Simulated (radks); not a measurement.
Effect of the nuclear size on the mercury ion Hg+, [Xe] 4f14 5d10 6s1. Method: Dirac Kohn-Sham, PBE, spin-unpolarised, spherical densities, finite nucleus; Fermi nuclear charge, rms radius 5.4648 fm; computed with a radial shooting solver on a logarithmic mesh with Libxc functionals. The rms radius is varied about that value; shifts are against it.

| rms radius (fm) | total energy shift (eV) | density at nucleus (e/bohr^3) | 1s1/2 shift (meV) | 2s1/2 shift (meV) | 4p1/2 shift (meV) | 5s1/2 shift (meV) | 5p1/2 shift (meV) | 6s1/2 shift (meV) | 6p1/2 (empty) shift (meV) |
|---|---|---|---|---|---|---|---|---|---|
| 4.5686 | -32.7 | 2.501e+06 | -13100 | -1950 | -2.44 | -22.5 | -0.034 | -2.22 | 0.173 |
| 5.0003 | -17.4 | 2.41e+06 | -6960 | -1040 | -1.30 | -12.0 | -0.019 | -1.18 | 0.092 |
| 5.4648 | 0 | 2.324e+06 | 0.000 | 0.000 | 0.000 | 0.000 | 0.000 | 0.000 | 0.000 |
| 5.7053 | 9.36 | 2.283e+06 | 3750 | 559 | 0.704 | 6.44 | 0.011 | 0.635 | -0.049 |
| 6.6835 | 49.8 | 2.139e+06 | 19900 | 2970 | 3.78 | 34.3 | 0.062 | 3.38 | -0.262 |

Slopes of the eigenvalues against <r^2> in GHz/fm^2, as finite differences over the two radii next to the reference (eigenvalue slopes, not the field-shift constants of lines): 1s1/2 343000, 2s1/2 51100, 4p1/2 64.3, 5s1/2 590, 5p1/2 0.947, 6s1/2 58.2, 6p1/2 (empty) -4.52.
